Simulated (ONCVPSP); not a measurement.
# boron: variants of one ONCV potential

Base potential:

* Element: B
* Generator: ONCVPSP 4.0.1
* Type: optimised norm-conserving Vanderbilt (ONCV)
* Functional: PBE
* Relativity: scalar-relativistic
* Frozen core: [He]
* Valence charge: 3
* Reference configuration: 2s2 2p1
* Partial waves: 2s: rc 1.60 bohr, ncon 4, nbas 8, qcut 5.2 1/bohr, 2 projectors, debl 1.5 Ha; 2p: rc 2.75 bohr, ncon 4, nbas 8, qcut 5.4 1/bohr, 1 projector
* Local potential: polynomial inside 1.15 bohr (lpopt 5, dvloc0 0 Ha)
* Core correction: Teter function fitted to the true core (icmod 2), fcfact 0.25

Cutoffs, loose and tight: the cutoffs (Ha) at which the residual kinetic energy of the hardest occupied pseudo-wave falls to 1 and 0.1 mHa per electron. They do not see the model core or the augmentation charge, which bear on the density cutoff. Test errors are all-electron minus pseudo excitation energies from the reference, over the configurations 2s2 2p0; 2s1 2p0; 2s2 2p0.5; 2s1 2p1. A dash means not determined; rows that change the core or the reference have their own tests.

```
     change    outcome  cutoff, loose  cutoff, tight  bound ghosts  GHOST(+) flags above zero  largest test error (meV)
       base  generated          10 Ha          14 Ha          none                       none                      +203
s: qcut 3.1  generated          31 Ha          64 Ha          none                       none                      +185
s: qcut 4.1  generated         9.1 Ha          56 Ha          none                       none                      +194
s: qcut 5.4  generated          10 Ha          14 Ha          none                       none                      +204
s: qcut 7.6  generated          13 Ha          18 Ha          none                       none                      +211
```

What comes out with this change to the base: s: qcut 4.6?

outcome: generated; cutoff, loose: 9.1 Ha; cutoff, tight: 31 Ha; bound ghosts: none; GHOST(+) flags above zero: none; largest test error (meV): +199.

What comes out with this change to the base: s: qcut 6.3?

outcome: generated; cutoff, loose: 12 Ha; cutoff, tight: 15 Ha; bound ghosts: none; GHOST(+) flags above zero: none; largest test error (meV): +207.

What comes out with this change to the base: s: qcut 7.1?

outcome: generated; cutoff, loose: 13 Ha; cutoff, tight: 17 Ha; bound ghosts: none; GHOST(+) flags above zero: none; largest test error (meV): +210.

Reading the sweep of the qcut of the s channel (base included, trends over the rows without a ghost): The loose cutoff is not monotonic: lowest 9.1 Ha at 4.6 1/bohr, highest 31 Ha at 3.1 1/bohr. The median size of the test errors (rows with all tests solved) falls from 51.4 meV at 3.1 to 38.8 meV at 7.6 1/bohr.
